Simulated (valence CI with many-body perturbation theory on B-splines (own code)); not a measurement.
Pm LV in three bases

Calculated by relativistic CI+MBPT: five valence electrons over a frozen Dirac-Fock core [He], a basis of 9 s, 9 p, 8 d, 6 f, 3 g, 1 h functions for each j, with the one-electron correlation potential Σ1, the two-electron term Σ2, the three-electron term Σ3, Breit, model QED; selected CI, second order for the rest, scaled by the run's own slope (own B-spline code, finite nucleus).

The last digits are not significant, and no measured levels were compared; by estimate large intervals hold to a few tenths of a per cent, small ones and those within an open d or f shell to about a per cent. Among the levels kept, up to 3800 cm⁻¹ of a level comes from second order outside the variational space, and about a tenth of that is noise between levels of different J, which matters for small intervals.

The reference run has the lowest level (2s^2 2p1/2^2 2p3/2) J=3/2 and an ionisation energy of 10942.9 eV. Its largest variational space holds 19999 state functions.

Levels are named by their leading jj configuration (3d3/2^4 stands for four electrons in 3d with j = 3/2), which in mixed levels can hold well under half, so a name can repeat and another be missing. Letters in brackets count levels of one name in rising energy.

Changed runs:
A. basis 6 s, 6 p, 5 d, 3 f, 1 g
B. basis 5 s, 5 p, 4 d, 2 f

Excitation energies of the reference run in cm⁻¹, and shifts in cm⁻¹:

```csv
Level,Reference,A,B
(2s^2 2p1/2 2p3/2^2) J=3/2,4569170,-41,-294
(2s^2 2p1/2 2p3/2^2) J=5/2,4743700,+123,+156
(2s^2 2p1/2 2p3/2^2) J=1/2,5050810,+37,+183
(2s 2p1/2^2 2p3/2^2) J=5/2,6657630,-72,-304
(2s 2p1/2^2 2p3/2^2) J=1/2,7313550,-58,+66
(2s 2p1/2^2 2p3/2^2) J=3/2,7325630,+56,+221
(2s^2 2p3/2^3) J=3/2,9631230,+19,-51
(2s 2p1/2 2p3/2^3) J=3/2 [a],11405600,-150,-479
(2s 2p1/2 2p3/2^3) J=5/2,11697400,+73,+64
(2s 2p1/2 2p3/2^3) J=1/2,12067200,-5.4,+7.6
(2s 2p1/2 2p3/2^3) J=3/2 [b],12150100,+115,+323
(2p1/2^2 2p3/2^3) J=3/2,14456400,-68,+44
Ionisation energy (eV),10942.9,-0.018,-0.11
```
